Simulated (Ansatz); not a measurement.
`O=C=N[SiH2]Cl` + CH₃NH₂ → `CN[SiH2]Cl` + `N=C=O` at 600 K and 1 bar (ligand exchange at the Si–N bond).

Gas-phase electronic energies from Ansatz, PBE0-D4/def2-TZVP geometries. CCSD(T)/CBS is the MP2 limit (def2-TZVPP, def2-QZVPP) plus CCSD(T) − MP2 in def2-TZVPP, frozen cores. This one scheme is used for every species. Each species was taken in one conformer, which may not be the lowest.

```tsv
species	CCSD(T)/CBS energy (Eh)	H − E (kJ/mol)	S (J/(mol·K))
`O=C=N[SiH2]Cl`	-918.06992	136.1	415.3
CH₃NH₂	-95.75281	199.3	283.8
`CN[SiH2]Cl`	-845.29269	248.4	411.7
`N=C=O`	-168.51995	83.3	274.5
```

H − E and S are ideal-gas, rigid-rotor, harmonic terms from PBE0-D4/def2-TZVP, for one conformer and one mirror image of each species. 1 Eh = 2625.50 kJ/mol, R = 8.31446 J/(mol·K).

**Question.** By hand: ΔE, ΔH, ΔS and ΔG.

**Answer.** ΔE = (-845.29269) + (-168.51995) − (-918.06992) − (-95.75281) = 0.01009 Eh = 26.5 kJ/mol. Δ(H − E) = 248.4 + 83.3 − 136.1 − 199.3 = -3.7, so ΔH = 22.8 kJ/mol. ΔS = 411.7 + 274.5 − 415.3 − 283.8 = -12.9 J/(mol·K). ΔG = 22.8 − 600 × (-12.9)/1000 = 30.5 kJ/mol.

**Question.** By hand: the equilibrium constant, and the temperature at which ΔG would vanish if ΔH and ΔS stayed fixed.

**Answer.** log₁₀ K = −ΔG/(RT ln 10) = -2.7. ΔH and −TΔS have one sign here, so there is no such temperature.

TΔS isn't small against ΔH here. A doubt of 5 kJ/mol in ΔE shifts log₁₀ K by 0.4 here. Other conformers and mirror images would add mixing entropy, several J/(mol·K) or more a flexible species. Modes under 60 cm⁻¹, often nearly free rotors, make the harmonic entropy too high. These are equilibria of isolated gas molecules and say nothing of rates. Largest T1 diagnostic: 0.018 (customary marks: 0.02 for closed shells, 0.045 for open ones).

ΔS is within the doubt of such terms, so its sign, and with it that verdict, could turn.
